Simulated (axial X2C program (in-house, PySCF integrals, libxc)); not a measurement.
# Levels of HfBr by electron attachment to HfBr⁺ (EOM-EA-CCSD)

Calculated with an in-house all-electron X2C program for linear molecules (integrals from PySCF): two-component X2C with atomic mean-field Coulomb and Gaunt terms, Gaussian nuclei, basis Hf dyall-acv3z, Br dyall-acv3z with contracted cores.

R = 2.450 Å (near the PBE0 minimum at charge 0 of the determinant lowest at the starting distance; the state shown can have its own minimum elsewhere).

Hartree–Fock spinors of HfBr⁺ (one of each Kramers pair; a window near the gap, which can cut inner shells):

```
  ω  occupied  ε (eV)                     character
1/2       yes  -18.22   75% Br p, 12% Hf d, 5% Hf s
1/2       yes  -16.91   76% Br p, 11% Hf d, 5% Hf f
3/2       yes  -16.55   77% Br p, 11% Hf d, 5% Hf f
1/2       yes  -13.75   52% Hf s, 31% Hf d, 8% Br p
1/2        no   -5.41  41% Hf d, 40% Hf p, 11% Hf s
3/2        no   -5.00             94% Hf d, 3% Hf p
5/2        no   -4.75                      98% Hf d
1/2        no   -4.70   60% Hf d, 32% Hf p, 3% Br p
3/2        no   -4.67   70% Hf d, 24% Hf p, 3% Br p
1/2        no   -3.51  50% Hf p, 21% Hf d, 12% Br d
```

Levels of HfBr obtained by attaching an electron to HfBr⁺:

| Ω | binding energy (eV) | above lowest (cm⁻¹) | attached spinor | one-particle weight |
| --- | --- | --- | --- | --- |
| 3/2 | 6.674 | 0 | 91% Hf dδ | 0.88 |
| 1/2 | 6.486 | 1509 | 49% Hf dπ, 14% Hf pσ, 12% Hf pπ | 0.92 |
| 5/2 | 6.353 | 2589 | 98% Hf dδ | 0.88 |
| 3/2 | 6.122 | 4449 | 69% Hf dπ, 13% Hf pπ, 9% Hf dδ | 0.90 |
| 1/2 | 5.951 | 5829 | 33% Hf dσ, 28% Hf pσ, 24% Hf dπ | 0.92 |
| 1/2 | 4.424 | 18147 | 65% Hf pπ, 11% Br dπ, 10% Hf dπ | 0.88 |
| 3/2 | 4.131 | 20504 | 66% Hf pπ, 10% Br dπ, 10% Hf dπ | 0.88 |

Problem. What is the splitting of the first π pair in the table, and is it regular or inverted?

Solution. E(3/2) − E(1/2) = 4449 − 1509 = 2940 cm⁻¹ at EOM-EA-CCSD: regular, Ω = 1/2 lower. Splittings at this level can be off by ten to twenty per cent.

This point took 36 s on 1 thread of Arm Neoverse V2, on a shared host.

Reference electrons by ω block (each with its −ω partner): 1/2: 32, 3/2: 15, 5/2: 5, 7/2: 1. 18 electrons of HfBr⁺ correlated (inner shells frozen), 84 natural virtual spinors (a truncated set); levels can be off by some tenths of an eV. Roots sought by Ω: (1/2: 5, 3/2: 4, 5/2: 2, 7/2: 1); rows need 60 % one-particle weight and stop where some Ω has no more roots. Missing are any skipped roots, higher Ω and states of a further excitation; these come out far too high here and may in truth be low or lowest. T1 of the reference 0.027 (Lee–Taylor). The reference was not checked to be the lowest state of its species. Number of frozen shells: Hf 4 s, 3 p, 2 d, 1 f; Br 3 s, 2 p, 1 d. Large amplitudes in the reference (orbital relaxation or multireference character) lower the reliability.
